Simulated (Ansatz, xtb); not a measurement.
# Two isomers of C3H5GeNSi

We compare I, `C#C[SiH2][GeH2][C]#N`, a singlet, with II, `C#[C][GeH2][SiH2]C#N`, a singlet. Both are isolated molecules in the gas phase, relaxed with r2SCAN-D4/def2-SVP; each stands in its lowest conformer found.

Quicker runs give these differences E(II) − E(I): GFN2-xTB +3.34 kcal/mol; HF/STO-3G −0.93 kcal/mol (at GFN2-xTB geometries); r2SCAN-D4/def2-SVP//GFN2-xTB +1.45 kcal/mol.

**Question.** Estimate E(II) − E(I) at the level CCSD(T)/def2-SVP + ΔMP2/def2-TZVPP.

**Answer.** Calculated at CCSD(T)/def2-SVP + ΔMP2/def2-TZVPP: E(II) − E(I) = +1.43 kcal/mol, so structure I lies lower.

The same difference at several levels:

| level | geometry | E(II) − E(I) (kcal/mol) | departure from the last row (kcal/mol) | job, with rough time for the two |
| --- | --- | --- | --- | --- |
| GFN2-xTB | GFN2-xTB | +3.34 | +1.92 | optimisation, 0.38 s |
| HF/STO-3G | GFN2-xTB | −0.93 | −2.36 | single point, 1.1 s |
| r2SCAN-D4/def2-SVP//GFN2-xTB | GFN2-xTB | +1.45 | +0.02 | single point, 7.5 s |
| r2SCAN-D4/def2-SVP | r2SCAN-D4/def2-SVP | +1.60 | +0.17 | optimisation, 68 s |
| HF/def2-SVP | r2SCAN-D4/def2-SVP | +1.60 | +0.18 | part of the CCSD(T) run |
| MP2/def2-SVP | r2SCAN-D4/def2-SVP | +1.18 | −0.24 | part of the CCSD(T) run |
| CCSD(T)/def2-SVP | r2SCAN-D4/def2-SVP | +1.24 | −0.19 | single point |
| CCSD(T)/def2-SVP + ΔMP2/def2-TZVPP | r2SCAN-D4/def2-SVP | +1.43 |  | single point, 1.8 min |

As drawn, both hold the same kinds of bond in the same numbers.

HF/STO-3G puts the two in the other order. The largest departure from CCSD(T)/def2-SVP + ΔMP2/def2-TZVPP is that of HF/STO-3G, 2.36 kcal/mol. The last row adds to CCSD(T) the change of the MP2 difference between the two basis sets, here +0.19 kcal/mol.

With thermal terms from frequencies at re-optimised GFN2-xTB minima (ideal gas, soft modes damped towards free rotors, one conformer each, 298.15 K, 1 atm): the zero-point term adds +0.07 kcal/mol; ΔH is +1.47 and ΔG +1.60 kcal/mol.

The correlated steps freeze 18 core orbitals; the filled d shell of Ge is correlated, in a basis made for valence electrons. Programs: Ansatz 0.2.0, xtb 6.7.1; the last row on 2 threads of AMD EPYC 7R43 64-Core Processor (Zen 3) on a shared host.
